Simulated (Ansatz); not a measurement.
Z-matrix (Å, degrees):
```
C
C 1 1.4143
C 2 1.3920 1 122.24
H 2 1.0941 3 119.28 1 -179.99
C 1 1.4197 2 122.13 4 0.01
C 5 1.3746 1 120.73 2 180.00
H 6 1.0923 5 120.23 1 180.00
H 5 1.0932 6 120.59 7 -0.01
C 6 1.4145 7 119.70 5 -180.00
C 9 1.3763 6 120.59 7 -180.00
H 9 1.0927 10 119.89 6 180.00
H 10 1.0930 9 120.43 11 0.00
C 10 1.4172 12 118.85 9 -179.99
C 13 1.4213 10 122.33 12 0.01
C 14 1.3712 13 120.71 10 179.98
H 15 1.0931 14 119.88 13 -179.98
H 14 1.0932 15 120.67 16 0.01
B 3 1.5381 2 120.28 4 -0.01
H 18 1.2103 3 120.01 2 0.07
H 18 1.2104 19 119.36 3 179.99
```
Charge 0, multiplicity 1.

Calculation: frozen-core CCSD(T)/cc-pVDZ // PBE0-D3(BJ)/def2-SVP (Ansatz, a program for electronic structure). The restricted HF reference is unstable towards unrestricted orbitals.

| Item | Value |
|---|---|
| HF energy | -408.64212 Ha |
| MP2 correlation energy | -1.37375 Ha |

Q: Estimate the CCSD correlation energy, the (T) correction, the total energy and the T1 diagnostic.

A: 
| Property | Value |
|---|---|
| CCSD correlation energy | -1.43404 Ha |
| (T) correction | -0.06726 Ha |
| CCSD(T) total energy | -410.14342 Ha |
| T1 diagnostic | 0.011 |
